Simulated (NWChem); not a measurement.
System: AlHOCl2; SMILES [Cl][Al]([OH])[Cl]

NWChem input:

```
start job
memory heap 200 mb stack 900 mb global 1100 mb
geometry units angstroms noautoz
  Al     0.057120    -0.000001     0.412441
  Cl    -1.821731     0.000000    -0.529649
  Cl     1.808807     0.000000    -0.732053
  O      0.228629     0.000000     2.107485
  H     -0.532713     0.000000     2.709123
end
basis spherical
  Al library def2-svp
  Cl library def2-svp
  O library def2-svp
  H library def2-svp
end
dft
  xc slater pw91lda
  iterations 150
  mulliken
end
task dft energy
```

Structure relaxed at the PBE-D3(BJ)/def2-SVP level.

Task: What results follow from this input? (LDA (Slater exchange, PW92)/def2-SVP.) Quantities: energy (Ha); highest occupied level (eV); orbital gap (eV); dipole (D).

Result: The energy (Ha) is -1233.85, the highest occupied level (eV) is -7.70 and the orbital gap (eV) is 5.75. The dipole (D) is 1.89.
